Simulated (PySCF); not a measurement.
C2H6BNO2, SMILES O(B(O)N)C=C. Coordinates come from a PBE0-D3(BJ)/def2-SVP optimisation. The structure was generated by enumeration, and PubChem lists no compound with its InChIKey, so it may never have been made. The values are those of a single conformer.

Computed equilibrium geometry at PBE0-D3(BJ)/def2-SVP (PySCF confirms it by a frequency run) as bond lengths and angles (one conformer of several):
Atoms: C1 C2 O3 B4 N5 O6 H7 H8 H9 H10 H11 H12. Bond lengths (Å): C1–C2 1.337, C1–H7 1.092, C1–H8 1.091, C2–O3 1.342, C2–H9 1.097, O3–B4 1.386, B4–N5 1.412, B4–O6 1.365, N5–H10 1.009, N5–H11 1.011, O6–H12 0.959. Bond angles (°): C2–C1–H7 122.3, C2–C1–H8 119.2, H7–C1–H8 118.4, C1–C2–O3 127.3, C1–C2–H9 120.7, O3–C2–H9 112.0, C2–O3–B4 127.4, O3–B4–N5 121.8, O3–B4–O6 113.9, N5–B4–O6 124.3, B4–N5–H10 124.2, B4–N5–H11 121.4, H10–N5–H11 114.2, B4–O6–H12 113.4.
